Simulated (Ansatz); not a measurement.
Input and output for C$_{5}$H$_{8}$O$_{2}$ (`C=C(CC)C(=O)O`).

```yaml
crystal:
  periodic: [false, false, false]
  atoms:
    - {symbol: C, position_ang: [-0.102496, 0.786991, 1.685308]}
    - {symbol: C, position_ang: [0.009703, 0.495628, 0.391587]}
    - {symbol: C, position_ang: [1.121221, -0.325867, -0.184912]}
    - {symbol: C, position_ang: [0.670226, -1.722779, -0.599171]}
    - {symbol: C, position_ang: [-0.994825, 0.992723, -0.582543]}
    - {symbol: O, position_ang: [-0.898195, 0.857477, -1.776069]}
    - {symbol: O, position_ang: [-2.039756, 1.626804, -0.021796]}
    - {symbol: H, position_ang: [-0.927890, 1.374372, 2.065459]}
    - {symbol: H, position_ang: [0.640632, 0.442603, 2.396310]}
    - {symbol: H, position_ang: [1.526678, 0.192252, -1.058329]}
    - {symbol: H, position_ang: [1.921454, -0.396402, 0.556040]}
    - {symbol: H, position_ang: [-0.109182, -1.669387, -1.360674]}
    - {symbol: H, position_ang: [1.507007, -2.288816, -1.013963]}
    - {symbol: H, position_ang: [0.277955, -2.276129, 0.257442]}
    - {symbol: H, position_ang: [-2.602530, 1.910529, -0.754698]}
basis:
  gaussian: {orbitals: def2-mTZVP, final_grid: {core_spheres: 20, valence_spheres: 16, degree: 47}}
hamiltonian: {xc: {name: r2SCAN50}}
```

```sh
$ ansatz run in.yaml --threads 2 --pin off --events-out ev --progress --plain --max-ram 22528MiB --backend cpu
```

Output, abridged:

```
Functional definition: r2SCAN50
1819 factors; their error is unknown
mean field evaluation 1: about -9397.4467 eV, gradient 6.2e1 eV
mean field evaluation 2: about -9399.3969 eV, gradient 5.6e1 eV
mean field evaluation 4: about -9405.0712 eV, gradient 3.4e0 eV
mean field evaluation 8: about -9405.0943 eV, gradient 6.0e-2 eV
mean field evaluation 16: about -9405.1016 eV, gradient 1.7e-4 eV
mean field -9405.10156171 eV, -345.6311073860 hartree, gradient 1.4e-5 eV, S^2 0.000000; 0 other end points of the search recorded, 0 dependent functions left out
reference -9405.10156915 eV, -345.6311076596 hartree; 27, 27 occupied and 140, 140 virtual orbitals, 1819 factors
Total energy: -9405.10156915 eV, -345.6311076596 hartree
```

Run time 7.5 s (2 threads of an AMD EPYC 7R13 on a shared host); peak host memory 0.74 GiB.
